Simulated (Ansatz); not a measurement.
CH$_{4}$Cl$_{4}$Si$_{2}$, singlet, geometry from GFN2-xTB, with bond 8-1 at 1.4 times its length; CASSCF(6,5)/STO-3G run with Ansatz (a quantum-chemistry and plane-wave program).

Input for Ansatz:
Ansatz 0.2 input:
```yaml
crystal:
  periodic: [false, false, false]
  atoms:
    - {symbol: Si, position_ang: [1.47997521, 0.64490421, 0.10761282]}
    - {symbol: Cl, position_ang: [2.95445788, 1.17269251, -1.16282604]}
    - {symbol: Cl, position_ang: [2.14063265, -0.81102403, 1.33507935]}
    - {symbol: C, position_ang: [0.01296987, -0.02615979, -0.90343571]}
    - {symbol: Si, position_ang: [-1.48298800, -0.63882752, 0.10224764]}
    - {symbol: Cl, position_ang: [-2.92086268, -1.24045291, -1.17729830]}
    - {symbol: Cl, position_ang: [-2.17737086, 0.88512376, 1.22397591]}
    - {symbol: H, position_ang: [0.97473891, 2.26867069, 1.22803736]}
    - {symbol: H, position_ang: [-0.31690606, 0.75504212, -1.59079655]}
    - {symbol: H, position_ang: [0.36177629, -0.84554387, -1.53470687]}
    - {symbol: H, position_ang: [-1.14617139, -1.75011948, 0.97832963]}
basis:
  gaussian:
    orbitals: STO-3G
hamiltonian:
  xc: hf
magnetization: {spin_polarized: false}
correlation: {active_space: {window: {electrons: 6, orbitals: 5}}}
```

Output, abridged:

```
Functional definition: HF
716 factors; integrals over basis functions are off by at most 2.3e-5 eV
mean field evaluation 1: about -66103.0573 eV, gradient 3.0e1 eV
mean field evaluation 2: about -66103.1534 eV, gradient 3.0e1 eV
mean field evaluation 4: about -66107.7529 eV, gradient 1.5e0 eV
mean field evaluation 8: about -66107.7668 eV, gradient 2.0e-2 eV
mean field -66107.76678856 eV, -2429.4156200258 hartree, gradient 1.3e-6 eV, S^2 0.000000; 0 other end points of the search recorded, 0 dependent functions left out
reference -66107.76678856 eV, -2429.4156200258 hartree; 53, 53 occupied and 10, 10 virtual orbitals, 716 factors
state -66109.34315926 eV, -2429.4735505805 hartree
1 active orbitals were swapped for others, from the solution at -66109.33812247 eV, -2429.4733654819 hartree to that at -66109.34315926 eV, -2429.4735505805 hartree; typed "places" are swapped only where nearly empty or full, and so, without "given_window_search", are "orbital_numbers", "shells" and a window whose orbitals a file names under [Active]
Total energy: -66109.34315926 eV, -2429.4735505805 hartree
```
